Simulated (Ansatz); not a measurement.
(NaSH)2 ring (Na2H2S2), 6 atoms. Hardware: 4 threads of Arm Neoverse V1 on a shared host.

Correlated methods freeze 12 core orbitals; core or outer-core shells of Na are correlated, in sets that lack core-valence functions.

(1) How many basis functions does each of these Ansatz runs have, and roughly what does it cost? PBE0-D4/def2-SVP, charge 0 singlet, energy, from earlier orbitals; B3LYP-D4/6-31G, charge 0 singlet, energy; HF/def2-TZVP, charge 0 singlet, energy, from earlier orbitals; PBE0-D4/def2-SVP, charge -1 doublet at the geometry of the charge 0 singlet, energy with a search over starts; CCSD(T)/def2-TZVPP, charge 0 singlet, energy, from earlier orbitals; PBE0-D4/def2-TZVPD, charge -1 doublet at the geometry of the charge 0 singlet, energy, from earlier orbitals; r2SCAN-D4/def2-TZVP, charge 0 triplet at the geometry of the charge 0 singlet, energy, from earlier orbitals; HF/6-31G, charge 0 singlet, energy; RPA@PBE/def2-TZVP, charge 0 singlet, energy, from earlier orbitals; PBE-D4/def2-TZVP, charge 0 triplet at the geometry of the charge 0 singlet, energy, from earlier orbitals; ωB97X-V/def2-TZVP, charge 0 singlet, energy, from earlier orbitals; PBE0-D4/def2-SVP, charge 1 doublet at the geometry of the charge 0 singlet, energy with a search over starts.

## Answers

(1) Other jobs shared the machine, so times can vary by a factor of up to 3. A dash marks memory too small to be measured apart from the calling script's.

```tsv
run	functions	fitting or Cholesky vectors	wall time	peak host memory (GiB)
HF/6-31G, charge 0 singlet, energy	56	608	0.2 s	–
B3LYP-D4/6-31G, charge 0 singlet, energy	56	608	0.8 s	–
HF/def2-TZVP, charge 0 singlet, energy, from earlier orbitals	150	1372	0.8 s	–
PBE0-D4/def2-SVP, charge 0 singlet, energy, from earlier orbitals	76	696	0.85 s	–
RPA@PBE/def2-TZVP, charge 0 singlet, energy, from earlier orbitals	150	1104	2.3 s	–
PBE-D4/def2-TZVP, charge 0 triplet at the geometry of the charge 0 singlet, energy, from earlier orbitals	150	1164	3.7 s	–
PBE0-D4/def2-SVP, charge 1 doublet at the geometry of the charge 0 singlet, energy with a search over starts	76	696	3.8 s	–
PBE0-D4/def2-SVP, charge -1 doublet at the geometry of the charge 0 singlet, energy with a search over starts	76	696	4.1 s	–
ωB97X-V/def2-TZVP, charge 0 singlet, energy, from earlier orbitals	150	1184	4.7 s	–
PBE0-D4/def2-TZVPD, charge -1 doublet at the geometry of the charge 0 singlet, energy, from earlier orbitals	180	1392	6.5 s	0.71
r2SCAN-D4/def2-TZVP, charge 0 triplet at the geometry of the charge 0 singlet, energy, from earlier orbitals	150	1164	12 s	–
CCSD(T)/def2-TZVPP, charge 0 singlet, energy, from earlier orbitals	176	1192	35 s	1.7
```
